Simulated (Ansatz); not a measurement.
One change: `[SiH3]B1CO1` becomes `[SiH3][Al]1[CH2][O]1`.

Ansatz, PBE0-D4/def2-TZVP geometries, multiplicity 1. 

```tsv
property	`[SiH3]B1CO1`
ideal-gas entropy at 298 K and 1 bar (rigid rotor, harmonic PBE0-D4/def2-TZVP) / J/(mol·K)	314
HOMO energy (PBE/def2-TZVPP) / eV	-6.69
HOMO–LUMO gap (PBE/def2-TZVPP) / eV	4.60
size of the dipole moment (ωB97M-V/def2-TZVPP) / D	1.17
size of the dipole moment (PBE/def2-TZVPP) / D	1.02
HOMO energy (PBE0/def2-TZVPP) / eV	-7.97
```

Question: What does the change do to each property? (An estimate is asked.)

Answer: Computed: 
```csv
property,`[SiH3][Al]1[CH2][O]1`,shift
"ideal-gas entropy at 298 K and 1 bar (rigid rotor, harmonic PBE0-D4/def2-TZVP) / J/(mol·K)",345,31
HOMO energy (PBE/def2-TZVPP) / eV,-5.16,1.53
HOMO–LUMO gap (PBE/def2-TZVPP) / eV,2.82,-1.78
size of the dipole moment (ωB97M-V/def2-TZVPP) / D,2.94,1.77
size of the dipole moment (PBE/def2-TZVPP) / D,2.49,1.47
HOMO energy (PBE0/def2-TZVPP) / eV,-6.30,1.67
```

With PBE0 the HOMO rises by 1.67 eV and the LUMO falls by 0.46 eV, so the gap narrows by about 2.13 eV. PBE moves the HOMO by 1.53 eV and ωB97M-V by 1.72 eV. Dipoles are sizes alone; their direction can turn. Modes under 60 cm⁻¹, often nearly free rotors, make the harmonic entropy too high.
